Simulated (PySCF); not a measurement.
IrF4, broken-symmetry Ms = 1/2: molecular constants

Level of theory: UPBE0 in PySCF with Ir def2-SVP with ECP60, F def2-SVP; scalar-relativistic core potentials, no spin–orbit coupling; density-fitted integrals.

The structure is a minimum.

```xyz
5
charge 0 multiplicity 2, angstrom
Ir    0.0000    0.0000    0.0000
F     0.0000    1.8377    0.0000
F     0.0000   -1.8377    0.0000
F     1.8377    0.0000    0.0000
F    -1.8377    0.0000    0.0000
```

```json
{"Point group": "D4h", "Bond lengths": "Ir–F 1.838 Å (×4)", "Bond angles": "F–Ir–F 90.0° (×4), F–Ir–F 180.0° (×2)", "Zero-point energy": "23.7 kJ/mol", "Spin squared ⟨S²⟩": "1.758", "Dipole moment": "0.00 D", "Heat capacity Cp at 298.15 K": "84.4 J/(mol K)", "Enthalpy at 298.15 K above 0 K": "18.14 kJ/mol", "Entropy at 298.15 K and 1 bar (electronic part: spin only)": "327.2 J/(mol K)", "Rotational constants": "0.1314, 0.1314, 0.06569 cm⁻¹", "Lowest empty level (α)": "-6.43 eV", "Principal quadrupole moments (Buckingham, traceless) about the centre of mass": "-3.45, -3.35, 6.80 D Å", "Rotational symmetry number": "8", "Principal polarisabilities": "22.3, 40.9, 41.4 bohr³", "Highest occupied level (α)": "-9.76 eV", "Atomisation energy without zero-point energy": "1474 kJ/mol"}
```

Harmonic modes (masses in u: Ir 192.963, F 18.998):
```tsv
ω (cm⁻¹)	IR (km/mol)
128	0.0
197	11.9
246	7.5
248	7.9
250	0.0
682	0.0
729	0.0
741	151
742	155
```

Charges (e):
```
atom  Mulliken  Löwdin  polar tensor  spin (Mulliken)  Mayer order to Ir1
 Ir1      1.27    0.47          2.05             0.71                   –
F2,3     -0.32   -0.12         -0.51             0.24                0.99
F4,5     -0.32   -0.12         -0.51            -0.09                0.99
```

Mulliken populations on Ir1 (electrons outside its core potential): s 2.66, p 6.36, d 6.60, f 0.12.

Outer orbital energies (eV). α occupied: -13.65, -13.05, -13.02, -12.51, -12.28, -10.46, -10.26, -9.76; empty: -6.43, -1.83, 0.30, 0.35. β occupied: -13.49, -13.37, -12.62, -12.45, -12.26, -11.84, -10.22, -9.97; empty: -6.07, -5.87, -1.60, 0.34.

The determinant is spin-contaminated (⟨S²⟩ = 1.76, pure value 0.75). The spin densities have lower symmetry than the nuclear frame, so modes carry no symmetry labels and degenerate sets may split. Only a few start shapes were tried, so a lower isomer may exist. With open d or f shells other occupations or spin states may lie lower. At this level a quartet minimum of D4h symmetry lies 59 kJ/mol below this structure. With an element this heavy the missing spin–orbit coupling can shift these numbers.

The final relaxation and frequency run took roughly 2.6 core-minutes on a shared host.
